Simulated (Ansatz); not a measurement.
H₃InSe₃, SMILES `[SeH][In]([SeH])[SeH]`, 7 atoms. Total charge 0; spin multiplicity 1. Correlated methods include outer-core shells of In, Se, which these sets cover unevenly. Scalar relativity is left out up to krypton. In: def2 effective core potential. Hardware: A = 2 threads of an AMD EPYC 7R13 on a shared host; B = 2 threads of an AMD EPYC 7R13 on a shared host and a share of an NVIDIA H100 80 GB. Correlated methods freeze the cores. Open-shell runs search over several starts.

Problem. Give the basis size and wall time and peak host memory of each of these runs in Ansatz. UKS B2PLYP (frozen core)/def2-TZVPP energy of the cation [A]; RKS ωB97M-V/def2-QZVPP energy [B]; RKS BHLYP-D4/def2-TZVPP energy [A]; UHF-CCSD(T)/def2-TZVPP energy of the cation [B]; UKS B3LYP-D4/def2-TZVPP energy of the cation [A]; RHF-CCSD(T)/def2-SVP energy [B]; RKS ωB97M-V/def2-SVP energy [A]; UKS ωB97M-V/def2-TZVPP energy of the cation [A]; RKS SPW92 (LDA)/def2-TZVPP energy [A]; RKS B2PLYP (frozen core)/def2-TZVPP energy [A]; UHF-MP2/def2-QZVPP energy of the cation [B]; RKS PBE0-D4/def2-QZVPP energy [B]. (An estimate is asked.)

Solution. Computed: Other jobs shared the machine, so times are rough.

| level | job | functions | wall time | peak host memory (GiB) |
| --- | --- | --- | --- | --- |
| RKS SPW92 (LDA)/def2-TZVPP | energy [A] | 236 | 2.6 s | 0.39 |
| RHF-CCSD(T)/def2-SVP | energy [B] | 137 | 2.8 s | 0.79 |
| RKS PBE0-D4/def2-QZVPP | energy [B] | 439 | 3.6 s | 0.96 |
| RKS ωB97M-V/def2-QZVPP | energy [B] | 439 | 8.5 s | 1.1 |
| RKS BHLYP-D4/def2-TZVPP | energy [A] | 236 | 9 s | 1.3 |
| RKS B2PLYP (frozen core)/def2-TZVPP | energy [A] | 236 | 13 s | 0.84 |
| RKS ωB97M-V/def2-SVP | energy [A] | 137 | 16 s | 0.63 |
| UHF-MP2/def2-QZVPP | energy of the cation [B] | 439 | 17 s | 1 |
| UHF-CCSD(T)/def2-TZVPP | energy of the cation [B] | 236 | 25 s | 1.1 |
| UKS B2PLYP (frozen core)/def2-TZVPP | energy of the cation [A] | 236 | 2.8 min | 1.5 |
| UKS B3LYP-D4/def2-TZVPP | energy of the cation [A] | 236 | 2.8 min | 1.5 |
| UKS ωB97M-V/def2-TZVPP | energy of the cation [A] | 236 | 5 min | 1.8 |

B3LYP here is the variant with VWN-RPA as its local correlation; programs differ in this.
